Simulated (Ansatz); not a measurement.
Mulliken charges of `O[SiH2]S[Si](F)(Cl)Cl` from ωB97M-V/def2-TZVPP in Ansatz (PBE0-D4/def2-TZVP geometry).

```tsv
atom	x (Å)	y (Å)	z (Å)	charge (e)
O1	-0.019	0.907	2.060	-0.364
Si2	-0.066	1.468	0.528	0.404
S3	-1.392	0.322	-0.742	-0.238
Si4	-0.142	-1.333	-0.999	0.622
F5	0.580	-1.670	0.382	-0.287
Cl6	1.347	-1.044	-2.343	-0.153
Cl7	-1.235	-2.942	-1.547	-0.146
H8	0.322	0.020	2.194	0.192
H9	1.273	1.459	-0.107	-0.025
H10	-0.668	2.813	0.575	-0.005
```

Question: By hand: the dipole of these point charges (1 e Å = 4.8032 D).

Answer: Σ q r = (0.064, 0.379, -0.086) e Å, of length 0.394 e Å = 1.89 D.

Question: How does the dipole of the full density compare? (Estimate.)

Answer: Computed: (0.098, 0.061, 0.021) e Å, 0.56 D; the point charges give 3.37 times that, at 53° from its direction.

Point charges leave out the atoms' own dipoles, such as those of lone pairs, and Mulliken's split depends on the basis, so the two needn't agree.
